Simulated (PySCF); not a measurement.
MI for M along the fourth-period p block

PBE0 with triple-zeta basis sets in PySCF, for the lowest determinant that a PBE0 search found; no spin–orbit coupling. De refers to high-spin ground-configuration atoms. A positive dipole means M(−)I(+).

| M | basis | state (unpaired electrons) | Re (Å) | ωe (cm⁻¹) | De (eV) | μ (D) |
| --- | --- | --- | --- | --- | --- | --- |
| Ga | x2c-TZVPPall | singlet (closed shell) | 2.586 | 217 | 3.82 | -2.51 |
| Ge | def2-TZVPP | doublet (π ↑) | 2.526 | 244 | 3.19 | -1.25 |
| As | x2c-TZVPPall | triplet (π ↑↑) | 2.488 | 262 | 2.45 | -0.62 |
| Se | def2-TZVPP | doublet (π ↑) | 2.442 | 279 | 2.33 | 0.52 |
| Br | x2c-TZVPPall | singlet (closed shell) | 2.464 | 280 | 2.17 | 0.63 |

The shortest bond is that of SeI (2.442 Å), the longest that of GaI (2.586 Å).

The rows differ in basis set, which adds steps of its own.

The state changes along the series, so neighbouring rows are not always alike in their bonding.

Spin–orbit coupling is left out, which matters for elements this heavy, above all for dissociation energies. States were picked by a PBE0 search and need not be the measured ground states.
